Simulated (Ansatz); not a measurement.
A nudged elastic band was laid between two geometries of Cl₃H₆NOSiTi (13 atoms, charge 0, multiplicity 1).

Computed with Ansatz, RKS PBE/def2-SVP.

* movable images: 2
* climbing image: yes
* spring: 5.0 eV/Å²
* optimiser: quadratic models (default)
* start path: through a guess of the saddle point
* force threshold: 0.05 eV/Å
* iteration limit: 60
* end points: relaxed

Image 0:

```xyz
13
Properties=species:S:1:pos:R:3
Ti 0.025 -0.083 0.227
O -0.532 -0.123 1.945
H -1.209 0.534 2.202
Cl 1.979 0.917 -0.203
Cl -1.341 1.567 -0.394
Cl -0.737 -1.677 -1.156
N 1.284 -1.864 1.112
H 0.980 -2.661 0.533
Si 3.080 -1.804 1.316
H 3.538 -3.074 1.986
H 3.704 -1.711 -0.040
H 3.404 -0.639 2.198
H 0.800 -1.956 2.019
```

Image 3:

```xyz
13
Properties=species:S:1:pos:R:3
Ti 0.293 -0.500 -0.227
O 0.117 -0.661 2.094
H -0.113 0.266 2.322
Cl 0.497 -0.368 -2.418
Cl 0.033 1.674 0.330
Cl -1.457 -1.917 -0.033
N 1.958 -1.231 0.173
H 2.530 -1.386 -0.670
Si 2.755 -1.705 1.690
H 4.113 -2.223 1.293
H 2.944 -0.538 2.617
H 2.016 -2.804 2.398
H -0.712 -1.181 2.174
```

Task: What changes between the two ends?

Result: Bonds broken: N7–H13. Bonds formed: O2–H13.

Task: Give the energies along the band, and the barrier.

Result: The run converged. The highest image is number 2 of 0 to 3, 23.6 kcal/mol above the first end and 12.1 kcal/mol above the last; the last end lies 11.5 kcal/mol above the first. A structure lower than the first end lies on the path between it and the top, so the climb from that side starts below the end, which may itself be a saddle point or a shallow side well. The order of the point at the top wasn't checked. So few images can step over the top or miss a turn of the path. The orbitals stay closed-shell, which can raise the energy where a bond breaks towards radicals; this wasn't checked here.

```json
{"image": "0", "path coordinate (Å)": "0.00", "energy (kcal/mol)": "0.0", "N7–H13 (Å)": "1.03", "O2–H13 (Å)": "2.27"}
{"image": "1", "path coordinate (Å)": "4.23", "energy (kcal/mol)": "-0.5", "N7–H13 (Å)": "1.03", "O2–H13 (Å)": "2.95"}
{"image": "2", "path coordinate (Å)": "8.46", "energy (kcal/mol)": "23.6", "N7–H13 (Å)": "1.44", "O2–H13 (Å)": "1.11"}
{"image": "3", "path coordinate (Å)": "14.00", "energy (kcal/mol)": "11.5", "N7–H13 (Å)": "3.34", "O2–H13 (Å)": "0.98"}
```

Task: What is the geometry of the highest image?

Result: 
```xyz
13
Properties=species:S:1:pos:R:3
Ti 0.252 -0.399 -0.085
O 0.208 0.428 1.835
H -0.666 0.722 2.155
Cl 1.913 0.618 -1.070
Cl -1.661 0.741 -0.349
Cl -0.287 -2.140 -1.349
N 1.097 -1.683 1.305
H 0.622 -2.597 1.257
Si 2.865 -1.875 1.444
H 3.508 -2.349 0.168
H 3.438 -0.546 1.837
H 3.147 -2.890 2.522
H 0.537 -0.603 2.077
```

Run time: 3 min on 4 threads of Arm Neoverse V2, with other jobs on the host, peak memory 0.3 GiB.
